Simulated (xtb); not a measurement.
germylsilane (H6GeSi), singlet, geometry from GFN2-xTB, atoms displaced at random by about 0.02 Å a coordinate. Base run: GFN2-xTB (xtb).

Input for xtb:
```
$ xtb mol.xyz --gfn 2 --opt --json

# file mol.xyz
8

Si    -1.58945944     0.14475109     0.02752348
Ge     0.71155658    -0.07978893    -0.03020464
H     -2.16085700    -0.68135196     1.07486362
H     -1.91802339     1.57784665     0.35047112
H     -2.12873226    -0.17902152    -1.24623168
H      1.23652332    -1.38858048    -0.54059823
H      1.47763956     0.89077286    -0.91218413
H      1.46267734     0.05741784     1.33671558
```

Base: optimiser steps 8.

A changed run: ΔE vs base (kcal/mol) -2.19; optimiser steps 8.

### Question
Name the change that produced these shifts.
A) opt level = extreme
B) opt level = loose
C) engine = inertial
D) engine = lbfgs
E) alpb = ch2cl2

### Answer
E, alpb = ch2cl2
